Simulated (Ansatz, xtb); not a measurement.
**Two conformers of F2H3NSi2**

Structure X is `F[Si]N[SiH2]F`, a singlet and structure Y is `F[Si]N[SiH2]F`, a singlet. Both are isolated molecules in the gas phase, relaxed with PBE0-D3(BJ)/def2-SVP.

X (Å):

```xyz
8

F    -1.6802   -1.4959    4.2860
F     2.4106   -0.3426    1.4631
N    -0.1077   -0.3959    2.6048
Si   -1.1839   -1.7557    2.7406
Si    0.8496    0.0347    1.2229
H    -0.0208    0.1938    3.4351
H     0.8013    1.5002    0.9906
H     0.3510   -0.7627    0.0747
```

Y (Å):

```json
{"atom": "F", "x (Å)": "-3.1436", "y (Å)": "-1.2884", "z (Å)": "0.3904"}
{"atom": "F", "x (Å)": "0.6007", "y (Å)": "0.9968", "z (Å)": "-0.5242"}
{"atom": "N", "x (Å)": "-1.8905", "y (Å)": "0.9135", "z (Å)": "-0.4898"}
{"atom": "Si", "x (Å)": "-1.6456", "y (Å)": "-0.7013", "z (Å)": "0.1525"}
{"atom": "Si", "x (Å)": "-0.6412", "y (Å)": "2.0191", "z (Å)": "-0.9298"}
{"atom": "H", "x (Å)": "-0.9545", "y (Å)": "-0.6790", "z (Å)": "1.4653"}
{"atom": "H", "x (Å)": "-2.8618", "y (Å)": "1.2001", "z (Å)": "-0.6037"}
{"atom": "H", "x (Å)": "-0.9610", "y (Å)": "-1.5891", "z (Å)": "-0.8195"}
```

Energies in hartree; the thermal terms are from PBE0-D3(BJ)/def2-SVP harmonic frequencies (ideal gas, rigid rotor, one conformer each, 400 K, 1 atm) and include the zero-point energy:

|  | X | Y |
| --- | --- | --- |
| E, CCSD(T)/def2-SVP | −833.464135 | −833.462994 |
| E, MP2/def2-SVP | −833.412683 | −833.411234 |
| E, MP2/def2-TZVPP | −834.172099 | −834.169647 |
| zero-point energy | 0.039895 | 0.039837 |
| H(400 K) − E | 0.051588 | 0.051548 |
| G(400 K) − E | −0.005839 | −0.005918 |

Problem. Correct the CCSD(T) difference for the basis set by the MP2 change, then work out ΔE, ΔE₀, ΔH and ΔG for X → Y in kcal/mol (1 Eh = 627.51 kcal/mol) and the equilibrium ratio [Y]/[X].

Solution. 1. Differences Y − X: CCSD(T) +0.001141, MP2 in the small set +0.001449, MP2 in the large set +0.002452 Eh.
2. ΔE = +0.001141 + (+0.002452 − (+0.001449)) = +0.002144 Eh = +1.35 kcal/mol.
3. ΔE₀ = ΔE + ΔZPE = +0.002144 + (−0.000058) Eh = +1.31 kcal/mol.
4. ΔH = ΔE + (−0.000040) Eh = +1.32 kcal/mol.
5. ΔG = ΔE + (−0.000079) Eh = +1.30 kcal/mol, so ΔS = (ΔH − ΔG)/T = +0.3 J/(mol K).
6. kT = 1.2667 mEh, so K = [Y]/[X] = exp(−ΔG/kT) = exp(−1.63) ≈ 0.2.

The sums favour X, but ΔE leans on the basis-set step (CCSD(T) alone has the other sign or is under 1 kcal/mol), so the order isn't settled. An error of 1 kcal/mol in ΔG would change K by a factor of 3.5. Mirror images and further conformers aren't counted.

Other levels gave ΔE = +0.9 (PBE0-D3(BJ)/def2-SVP); +0.3 (HF/def2-SVP); +0.9 (MP2/def2-SVP); +0.7 (CCSD(T)/def2-SVP) kcal/mol. The correlated steps freeze 13 core orbitals. Programs: Ansatz 0.2.0.
